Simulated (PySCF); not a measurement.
# Electric field gradients and quadrupole coupling constants

C5H8OSi.
SMILES with atom numbers: `[CH2:1]=[C:2]1[CH2:3][CH:4]=[CH:5][O:6][SiH2:7]1` (hydrogens: H8, H9 on C1; H10, H11 on C3; H12 on C4; H13 on C5; H14, H15 on Si7)

Geometry (GFN2-xTB, Å), atoms numbered from 1 in this order:
```
atom  x, y, z in Å
C1    -2.1105   -0.6509   -0.2512
C2    -0.9123   -0.1859    0.0736
C3     0.2135   -1.1219    0.4304
C4     1.5549   -0.7160   -0.1118
C5     1.9339    0.5254   -0.3722
O6     1.1754    1.6351   -0.2214
Si7   -0.4284    1.6350    0.1111
H8    -2.3280   -1.7088   -0.2910
H9    -2.9289    0.0095   -0.4829
H10    0.2874   -1.1555    1.5267
H11   -0.0182   -2.1376    0.0970
H12    2.2688   -1.5107   -0.2650
H13    2.9227    0.7573   -0.7477
H14   -0.5877    2.2237    1.4415
H15   -1.0472    2.4092   -0.9591
```

Field gradients from the PBE0/pcSseg-1 density (PySCF, non-relativistic), principal values in atomic units, ordered |Vxx| ≤ |Vyy| ≤ |Vzz|:

| atom | Vxx | Vyy | Vzz |
| --- | --- | --- | --- |
| O6 | -0.6384 | -0.9542 | 1.5925 |

**Question.** Find the asymmetry η = (Vxx − Vyy)/Vzz and the couplings χ = eQV/h (234.96 MHz × Q in barn × V in au), with Q(17O) = −0.0256 b.

**Answer.** 
| atom | environment | nucleus | η | χzz (MHz) | χxx (MHz) | χyy (MHz) |
| --- | --- | --- | --- | --- | --- | --- |
| O6 | silyl ether oxygen | 17O | 0.20 | -9.58 | 3.84 | 5.74 |

**Question.** What is Vzz at O6 in SI units (1 au = 9.71736 × 10²¹ V/m²)?

**Answer.** 1.5925 au = 15.475 × 10²¹ V/m².

**Question.** And the gradient at the other heavy atoms, for which no coupling is worked out here?

**Answer.** 
| atom | environment | Vzz (au) | η |
| --- | --- | --- | --- |
| C1 | terminal =CH2 carbon | 0.315 | 0.42 |
| C2 | fully substituted alkene carbon | 0.347 | 0.54 |
| C3 | allylic carbon | -0.056 | 0.58 |
| C4 | alkene CH carbon | -0.138 | 0.91 |
| C5 | vinylic carbon bearing oxygen | -0.384 | 0.32 |
| Si7 | oxygen-bound silicon | 0.567 | 0.24 |

**Question.** What couplings would deuterons (Q(2H) = 0.00286 b) have in place of the hydrogens, at this geometry?

**Answer.** 
```
atom  bonded to  bond length (Å)  Vzz (au)     η  χzz (kHz)
  H8         C1            1.081    0.3291  0.05        221
  H9         C1            1.077    0.3367  0.06        226
 H10         C3            1.099    0.2928  0.02        197
 H11         C3            1.094    0.2995  0.05        201
 H12         C4            1.079    0.3332  0.10        224
 H13         C5            1.083    0.3182  0.10        214
 H14        Si7            1.464    0.1592  0.01        107
 H15        Si7            1.459    0.1628  0.03        109
```

Isolated species at its GFN2-xTB geometry (one conformer only). GFN2-xTB bond lengths can be off by several hundredths of an ångström, more for odd bonds, and the gradients follow them. These gradients aren't converged with respect to the basis.
